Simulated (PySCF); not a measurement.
AlH4, SMILES [AlH4-], charge -1. The structure is a stationary point at PBE0-D3(BJ)/def2-TZVPD. The isomer is the one that the SMILES or the coordinates give; other isomers of the formula were not compared.

Level of theory: PySCF 2.14.0 with PBE0-D3(BJ)/def2-TZVPD.

Harmonic wavenumbers (cm⁻¹): 750, 750, 763, 763, 763, 1645, 1645, 1645, 1727. Rotational constants (GHz): 69.35, 69.35, 69.35; symmetry number 12.

**Question.** Work out the zero-point energy and the ideal-gas rigid-rotor harmonic-oscillator thermochemistry at 298.15 K and 1 atm.

**Answer.** ZPE = ½ Σ hcν = ½ × 10452 cm⁻¹ = 14.94 kcal/mol. H − E(el) = 17.61 kcal/mol. Entropy in cal/(mol K): translation 36.23, rotation 12.58, vibration 1.25, total 50.05. G − E(el) = 2.68 kcal/mol. Cp = 11.73 cal/(mol K).
